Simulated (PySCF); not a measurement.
# How the method changes the constants of InCl

State: ¹Σ⁺ (singlet), closed shell. Set-up: basis In def2-SVP with ECP28, Cl def2-SVP; scalar-relativistic core potentials; PySCF 2.14. De refers to In + Cl in their high-spin ground configurations, without counterpoise correction. A positive dipole means In(−)Cl(+).

```csv
Level,Re (Å),ωe (cm⁻¹),De (eV),μ (D)
RHF,2.442,325,3.33,-3.45
RHF-MP2,2.416,343,4.26,n/a
RHF-SCS-MP2,2.423,338,4.15,n/a
RHF-CCSD,2.423,339,4.04,n/a
RHF-CCSD(T),2.423,338,4.12,n/a
PBE,2.449,317,4.65,-3.00
TPSS,2.447,319,4.64,-3.13
r²SCAN,2.429,329,4.62,-3.09
M06-L,2.451,319,4.90,-3.49
PBE0,2.430,328,4.51,-3.19
B97-3,2.452,318,4.51,-3.37
LC-ωPBE,2.406,340,4.38,-3.19
```

(1) Which functional lies closest to RHF-CCSD(T) in De, which farthest, and by how much do they differ from it?

(2) What does a quarter of exact exchange do here, going from PBE to PBE0?

(3) What does the step from GGA to meta-GGA do here, going from PBE to r²SCAN?

Correlated steps freeze 9 core orbitals. Correlated levels converge slowly with the basis: in double zeta they bind strong bonds too weakly, by up to about 1 eV, and carry superposition errors of some tenths. Spin–orbit coupling is left out, which matters for elements this heavy, above all for dissociation energies. Where the molecule has an RHF reference, its open-shell atoms are computed with UHF.

The whole job (state search and all levels along the bond) took about 1.1 min on 1 thread of Arm Neoverse V2 (shared host), peak memory 0.49 GiB.

## Answers

(1) Closest is LC-ωPBE (-1.7 pm in Re, +0.6 % in ωe, +0.26 eV in De against RHF-CCSD(T) in the same basis), farthest M06-L (+2.8 pm in Re, -5.6 % in ωe, +0.78 eV in De). CCSD(T) converges more slowly with the basis than the functionals do and binds too weakly in this one, so the order can change at the basis-set limit.

(2) PBE0 less PBE: -1.9 pm in Re, +3.5 % in ωe, -0.14 eV in De. Exact exchange removes part of the self-interaction that spreads semilocal densities, and in most molecules shortens and stiffens the bond and lowers De; so it does here.

(3) r²SCAN less PBE: -2.0 pm in Re, +3.8 % in ωe, -0.03 eV in De.
